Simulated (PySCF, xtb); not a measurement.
S4, SMILES S1SSS1.

GFN2-xTB (xtb) at its own geometry gives an orbital gap of 0.73 eV and a dipole moment of 0.00 D.

Geometry optimised at B3LYP-D3(BJ)/def2-SVP.

### Question
What does PBE/def2-TZVPD (PySCF) give? (An estimate is asked for; the answer gives what the named calculation found.)

### Answer
gap 1.16 eV (levels -5.25 and -4.09 eV), dipole 0.00 D.
